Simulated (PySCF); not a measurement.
## Electron correlation in Er⁵⁰⁺ (erbium, charge +50)

[Ar], closed-shell 1S. Calculation: PySCF 2.14, in an even-tempered Gaussian basis (17 s from 12 bohr⁻², ratio 2.5; 12 p from 15 bohr⁻², ratio 2.5; 4 d from 64 bohr⁻², ratio 2.7; 4 f from 97 bohr⁻², ratio 2.7); the spin-free X2C one-electron Hamiltonian (Gaussian nucleus). Frozen: 1s2; 16 electrons correlated; the 20 highest virtual orbitals of each spin left out.

```
  level  correlation energy (mhartree)
   CCSD                        -688.91
    (T)                          -0.84
CCSD(T)                        -689.75
```

Diagnostics: T1 = 0.00020, D1 = 0.0005, largest double amplitude 0.013.

Cost of the coupled-cluster step: roughly 4 core-seconds, for 16 correlated electrons.

Iterations:

```
CC2 = 0
CCSD nocc = 8, nmo = 80
frozen orbitals [0, 81, 82, 83, 84, 85, 86, 87, 88, 89, 90, 91, 92, 93, 94, 95, 96, 97, 98, 99, 100]
max_cycle = 100
direct = 0
conv_tol = 1e-08
conv_tol_normt = 1e-06
diis_space = 8
diis_start_cycle = 0
Init t2, MP2 energy = -10705.2864792908  E_corr(MP2) -0.680202207634748
Init E_corr(CCSD) = -0.680202207634782
cycle = 1  E_corr(CCSD) = -0.687708405244442  dE = -0.00750619761  norm(t1,t2) = 0.00305048
cycle = 2  E_corr(CCSD) = -0.688789362989373  dE = -0.00108095774  norm(t1,t2) = 0.000400256
cycle = 3  E_corr(CCSD) = -0.6889161802931  dE = -0.000126817304  norm(t1,t2) = 5.44941e-05
cycle = 4  E_corr(CCSD) = -0.688914856655569  dE = 1.32363753e-06  norm(t1,t2) = 1.17953e-06
cycle = 5  E_corr(CCSD) = -0.688914747291736  dE = 1.09363833e-07  norm(t1,t2) = 2.95736e-08
cycle = 6  E_corr(CCSD) = -0.688914748291132  dE = -9.99396121e-10  norm(t1,t2) = 2.02294e-09
CCSD converged
E(CCSD) = -10705.29519183145  E_corr = -0.6889147482911322
CCSD(T) correction = -0.000837013748095117
```

At this charge the one-electron X2C treatment keeps the bare 1/r₁₂, with no two-electron picture change or Breit term. The effect here is smaller than on the frozen 1s shell; and a scalar Hamiltonian misses the large spin-orbit splitting of the p shells, which matters for ns² → np² pairs.
